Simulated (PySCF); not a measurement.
# Spin-rotation constants: SMILES C=CBNCC, C4H10BN

Geometry:
```json
{"atom": "C1", "x (Å)": "3.064", "y (Å)": "0.851", "z (Å)": "0.146"}
{"atom": "C2", "x (Å)": "1.962", "y (Å)": "0.385", "z (Å)": "0.753"}
{"atom": "B3", "x (Å)": "0.710", "y (Å)": "-0.101", "z (Å)": "-0.036"}
{"atom": "N4", "x (Å)": "-0.425", "y (Å)": "-0.569", "z (Å)": "0.627"}
{"atom": "C5", "x (Å)": "-1.660", "y (Å)": "-1.029", "z (Å)": "0.036"}
{"atom": "C6", "x (Å)": "-2.858", "y (Å)": "-0.175", "z (Å)": "0.420"}
{"atom": "H7", "x (Å)": "3.125", "y (Å)": "0.905", "z (Å)": "-0.947"}
{"atom": "H8", "x (Å)": "3.945", "y (Å)": "1.196", "z (Å)": "0.698"}
{"atom": "H9", "x (Å)": "1.968", "y (Å)": "0.357", "z (Å)": "1.853"}
{"atom": "H10", "x (Å)": "0.696", "y (Å)": "-0.080", "z (Å)": "-1.250"}
{"atom": "H11", "x (Å)": "-0.431", "y (Å)": "-0.579", "z (Å)": "1.643"}
{"atom": "H12", "x (Å)": "-1.526", "y (Å)": "-1.023", "z (Å)": "-1.056"}
{"atom": "H13", "x (Å)": "-1.850", "y (Å)": "-2.080", "z (Å)": "0.322"}
{"atom": "H14", "x (Å)": "-3.782", "y (Å)": "-0.568", "z (Å)": "-0.032"}
{"atom": "H15", "x (Å)": "-2.722", "y (Å)": "0.864", "z (Å)": "0.084"}
{"atom": "H16", "x (Å)": "-3.004", "y (Å)": "-0.159", "z (Å)": "1.512"}
```

Theory: PySCF 2.14.0, GIAO CAM-B3LYP/pcSseg-1 magnetisability, rotational g tensor and spin-rotation constants, non-relativistic, gas phase. Geometry: PBE0-D3(BJ)/def2-SVP.

Task: Give the nuclear spin-rotation constants along the inertial axes (H = +C I·J) beside the isotropic shieldings.

Result: Rotational constants 14.7693, 1.2634, 1.2501 GHz. A star marks the isotopologue with that one atom substituted, in its own axes.
| atom | isotope | Caa (kHz) | Cbb (kHz) | Ccc (kHz) | mean (kHz) | σ (ppm) |
| --- | --- | --- | --- | --- | --- | --- |
| B3 | 11B | 4.691 | 0.378 | 0.276 | 1.782 | 60.9 |
| N4 | 14N | 1.390 | 0.135 | 0.089 | 0.538 | 120.2 |
| H7 | 1H | -1.371 | 0.060 | -0.071 | -0.461 | 25.2 |
| H8 | 1H | 0.684 | -0.061 | -0.126 | 0.166 | 25.1 |
| H9 | 1H | -1.439 | 0.073 | -0.076 | -0.481 | 25.2 |
| H10 | 1H | -1.131 | 0.037 | -0.074 | -0.389 | 26.5 |
| H11 | 1H | -1.649 | 0.030 | -0.105 | -0.575 | 27.6 |
| H12 | 1H | -1.443 | 0.019 | -0.094 | -0.506 | 28.2 |
| H13 | 1H | -1.225 | -0.117 | 0.025 | -0.439 | 28.2 |
| H14 | 1H | -0.006 | -0.108 | -0.137 | -0.084 | 30.2 |
| H15 | 1H | -1.334 | -0.142 | 0.013 | -0.488 | 30.1 |
| H16 | 1H | -1.558 | 0.002 | -0.113 | -0.557 | 30.2 |
| C1 | 13C* | 5.848 | 0.534 | 0.280 | 2.221 | 31.4 |
| C2 | 13C* | 5.688 | 0.562 | 0.277 | 2.176 | 31.6 |
| C5 | 13C* | 2.489 | 0.243 | 0.260 | 0.998 | 136.2 |
| C6 | 13C* | 2.076 | 0.197 | 0.199 | 0.824 | 161.1 |

For the geometry as given, no vibrational averaging.

Task: How do the rotational constants and the g tensor change when H7, H8, H9, H10, H11, H12, H13, H14, H15, H16 are replaced by deuterium?

Result: Constants 9.6983, 1.0606, 1.0401 GHz; g -0.0601, -0.0091, 0.0005, against -0.0917, -0.0083, -0.0018 before.
